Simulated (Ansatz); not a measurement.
# CH5GeS: which of these isomers lies lowest?

3 of its isomers, all doublets with charge 0: A = `C[S][GeH2]`; B = `[CH3][GeH][SH]`; C = `[CH3][GeH2][S]`.

Shapes, held fixed at every level: PBE0-D4/def2-TZVP. Flexible molecules stand in one conformer, not always the lowest. Programs: Ansatz 0.2.0.

A:

```xyz
8

C    -0.6388    1.1171   -0.4021
S    -0.8517   -0.1657    0.8596
Ge    0.6353   -1.6489    0.1817
H    -0.9538    0.7587   -1.3815
H     0.3956    1.4578   -0.4448
H    -1.2758    1.9522   -0.1111
H     1.9646   -0.9063   -0.1271
H     0.8167   -2.6220    1.3695
```

B:

```xyz
8

C    -0.7333    0.6352   -0.5658
Ge    0.9346   -0.3933   -0.3999
S     1.0338   -1.3916    1.5912
H    -0.7863    1.3578    0.2510
H    -1.5948   -0.0304   -0.5150
H    -0.7458    1.1627   -1.5204
H     2.1731    0.5412   -0.3922
H    -0.1891   -1.9387    1.4950
```

C:

```xyz
8

C    -0.5809    0.8222   -0.3678
Ge    0.4109   -0.7626    0.1797
S     1.7009   -0.3544    1.9349
H     0.1132    1.6324   -0.5913
H    -1.2482    1.1402    0.4336
H    -1.1759    0.6035   -1.2565
H     1.4090   -1.2100   -0.9074
H    -0.5369   -1.9283    0.5191
```

Electronic energies in kJ/mol, without zero-point or thermal terms.

Task: Which isomer should be the most stable, and roughly by how much?

Result: B < C < A in rising energy, over a span of 48 kJ/mol, by CCSD(T)/def2-TZVPP. All levels agree on that. The B − A difference spans -50.2 to -42.5 kJ/mol over the levels. Open shells run unrestricted. Relativity is left out for Ge. Outer-core shells of Ge are correlated, in sets that cover them unevenly.

```json
{"level": "BHLYP-D4/def2-TZVPP", "kind": "global hybrid", "B − A": "-43.3", "C − A": "-25.2"}
{"level": "r2SCAN0-D4/def2-TZVPP", "kind": "global hybrid", "B − A": "-44.1", "C − A": "-15.9"}
{"level": "wB97M-V/def2-TZVPP", "kind": "range-separated hybrid", "B − A": "-44.3", "C − A": "-11.5"}
{"level": "wB97X-V/def2-TZVPP", "kind": "range-separated hybrid", "B − A": "-42.7", "C − A": "-20.4"}
{"level": "MP2/def2-TZVPP", "kind": "perturbation theory", "B − A": "-50.2", "C − A": "-19.9"}
{"level": "CCSD(T)/def2-SVP", "kind": "coupled cluster or CI", "B − A": "-42.5", "C − A": "-27.6"}
{"level": "CCSD(T)/def2-TZVPP", "kind": "coupled cluster or CI", "B − A": "-48.0", "C − A": "-27.0"}
```
